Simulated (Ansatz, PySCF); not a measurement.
Spin gap between two states, R1 and P1; the higher of the two is an excited state, each structure at its B3LYP-D3(BJ)/def2-TZVP stationary point, reached from a drawn start (curvature not checked).
R1, O2S2 (SMILES O=[S][S]=O) (charge 0, multiplicity 1, Z-matrix in Å and degrees):
```
S
O 1 1.4720
S 1 2.0125 2 114.64
O 3 1.4720 1 114.64 2 0.00
```
P1, O2S2 (SMILES O=[S][S]=O) (charge 0, multiplicity 3):
```xyz
4

O     -0.99186    -0.29752    -1.80914
S     -1.04228    -0.31264    -0.31547
S      1.04228     0.31264     0.31547
O      0.99186     0.29752     1.80914
```

P less R. No zero-point or thermal terms; singlets are restricted closed shells; open shells are unrestricted. One arrangement of each flexible species, with no search for the lowest.

Cores are frozen in the correlated methods.

Run with Ansatz (Gaussian basis) for Hartree–Fock, density functionals and correlated methods; PySCF for the D3/D4 terms. All values are computed, each at the level named.

PBE/def2-TZVPP gives 0.871 eV for the spin gap.

Problem. How do the other levels lie against it? Give each less PBE: PBE-D3(BJ)/def2-TZVPP, r2SCAN/def2-TZVPP, PBE0/def2-TZVPP, wB97M-V/def2-TZVPP, B2PLYP/def2-TZVPP, MP2/cc-pV(Q+d)Z, CCSD(T)/cc-pV(Q+d)Z.

Solution. PBE-D3(BJ)/def2-TZVPP 0.004; r2SCAN/def2-TZVPP -0.122; PBE0/def2-TZVPP -0.269; wB97M-V/def2-TZVPP -0.293; B2PLYP/def2-TZVPP -0.019; MP2/cc-pV(Q+d)Z 0.808; CCSD(T)/cc-pV(Q+d)Z 0.051 eV. 3 of 7 lie above PBE; the widest gap is to MP2/cc-pV(Q+d)Z.

Ansatz is a first-principles code.
